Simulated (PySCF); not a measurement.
Ga(F)2(OMe) (CH₃F₂GaO), SMILES C[O][Ga]([F])[F].

Geometry: ωB97X-D3(BJ)/def2-SVP. Other conformers were not sampled.

The numbers are results of TDA-PBE/def2-SVPD in PySCF, not measurements.

Vertical excitations.  State labels are in the subgroup Cs.

```
state  symmetry  energy (eV)  λ (nm)      f          main pairs
-----  --------  -----------  ------  -----  ------------------
S1           A"         4.52     275  0.011     HOMO→LUMO 100 %
S2           A'         5.14     241  0.026    HOMO−1→LUMO 91 %
S3           A"         6.47     192  0.005  HOMO−1→LUMO+1 99 %
S4           A'         6.51     190  0.070    HOMO→LUMO+1 75 %
S5           A'         6.63     187  0.021    HOMO−2→LUMO 93 %
S6           A"         6.73     184  0.000   HOMO−3→LUMO 100 %
S7           A'         6.90     180  0.095    HOMO−4→LUMO 87 %
S8           A"         7.27     171  0.049    HOMO−5→LUMO 98 %
S9           A"         7.39     168  0.018    HOMO→LUMO+2 99 %
S10          A'         7.87     157  0.018  HOMO−1→LUMO+2 99 %
T1           A"         4.18     297      0     HOMO→LUMO 100 %
T2           A'         4.62     268      0    HOMO−1→LUMO 99 %
T3           A'         5.62     221      0    HOMO→LUMO+1 99 %
T4           A"         6.25     199      0  HOMO−1→LUMO+1 99 %
```
Triplets are in the Tamm–Dancoff approximation.
